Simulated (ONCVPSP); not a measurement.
## What the settings do to the ONCV potential of Sb

Base potential:

- Element: Sb (Z = 51)
- Generator: ONCVPSP 4.0.1
- Type: optimised norm-conserving Vanderbilt (ONCV)
- Functional: PBE
- Relativity: scalar-relativistic
- Frozen core: [Kr]
- Valence charge: 15
- Reference configuration: 4d10 5s1.75 5p3.25
- Partial waves: 5s: rc 1.65 bohr, ncon 4, nbas 7, qcut 4.1 1/bohr, 2 projectors, debl 3.7 Ha; 5p: rc 2.40 bohr, ncon 3, nbas 8, qcut 3 1/bohr, 3 projectors, debl 1.1 Ha; 4d: rc 1.00 bohr, ncon 3, nbas 6, qcut 10.2 1/bohr, 2 projectors, debl 1.2 Ha
- Local potential: polynomial inside 0.90 bohr (lpopt 5, dvloc0 4 Ha)
- Core correction: polynomial model core, fcfact 0.2

In the d channel the program set the typed energies aside and used -1.245, 0.250 Ha.

All-electron outer shells of the reference configuration (PBE, scalar-relativistic, ld1.x):

| shell | level (eV) | outermost node (bohr) | outermost maximum (bohr) |
| --- | --- | --- | --- |
| 4s | -149.21 | 0.39 | 0.73 |
| 4p | -102.16 | 0.39 | 0.76 |
| 4d | -33.86 | 0.38 | 0.84 |
| 5s | -13.04 | 0.95 | 1.90 |
| 5p | -4.98 | 1.04 | 2.32 |

Cutoffs, loose and tight: the cutoffs (Ha) at which the residual kinetic energy of the hardest occupied pseudo-wave falls to 1 and 0.1 mHa per electron. They do not see the model core or the augmentation charge, which bear on the density cutoff. Test errors are all-electron minus pseudo excitation energies from the reference, over the configurations 4d10 5s2 5p3; 4d10 5s2 5p2; 4d10 5s2 5p1; 4d9 5s2 5p4. A dash means not determined; rows that change the core or the reference have their own tests.

A true bound ghost makes a file unfit for plane-wave use even where its test errors are small: the radial tests pick states by their node count and pass the ghost by.

```tsv
change	outcome	cutoff, loose	cutoff, tight	bound ghosts	GHOST(+) flags above zero	largest test error (meV)
base	generated, projector energies reset by the program	47 Ha	63 Ha	s	s, p	-229
s: qcut 2.8; p: qcut 2.1; d: qcut 7.1	generated, projector energies reset by the program	–	–	s, d	s, p	-179
p: debl 1	generated, projector energies reset by the program	47 Ha	63 Ha	s	s, p	-218
```

**Question.** What comes out with this change to the base: core [Ar] 3d10, valence charge 23; reference 4s2 4p6 4d10 5s2 5p1; waves now 4s+5s: rc 1.25 bohr, ncon 4, nbas 9, qcut 7.9 1/bohr, 2 projectors; 4p+5p: rc 1.60 bohr, ncon 3, nbas 7, qcut 7.3 1/bohr, 2 projectors; 4d: rc 1.05 bohr, ncon 3, nbas 7, qcut 10.7 1/bohr, 2 projectors, debl 1.2 Ha; local potential polynomial inside 0.80 bohr (lpopt 5, dvloc0 6 Ha)?

**Answer.** outcome: generated, projector energies reset by the program; cutoff, loose: 47 Ha; cutoff, tight: 93 Ha; bound ghosts: none; GHOST(+) flags above zero: s, p; largest test error (meV): -21.
